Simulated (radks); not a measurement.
Results of a calculation; reference values are marked as such.
Task: Valence configurations of W+ (all share [Xe]). Level of theory: scalar-relativistic Kohn-Sham, SCAN, spin-unpolarised, spherical densities, finite nucleus; meta-GGA in the generalised Kohn-Sham scheme; Fermi nuclear charge, rms radius 5.3658 fm (a radial shooting solver on a logarithmic mesh with Libxc functionals). Order these by energy: 4f14 5d2 6s1 6p2; 4f13.5 5d4.5 6s1; 4f13 5d4.5 6s0.5 6p1; 4f14 5d4 6s1; 4f13 5d5 6s1; 4f13 5d5 6p1; 4f14 5d5; 4f13 5d4 6s1 6p1; 4f14 5d3.5 6s1 6p0.5; 4f13.5 5d4 6s1.5.

Result: From the lowest, in eV above it: 4f14 5d4 6s1 0.000; 4f14 5d5 0.891; 4f14 5d3.5 6s1 6p0.5 2.792; 4f14 5d2 6s1 6p2 13.567; 4f13.5 5d4 6s1.5 15.722; 4f13.5 5d4.5 6s1 15.773; 4f13 5d5 6s1 33.534; 4f13 5d5 6p1 39.512; 4f13 5d4.5 6s0.5 6p1 40.089; 4f13 5d4 6s1 6p1 40.809. NIST lists [Xe] 4f14 5d4 6s1 as the ground configuration; this level of theory agrees among the configurations tried. The energies are those of spherical spin-averaged densities, not of single terms.
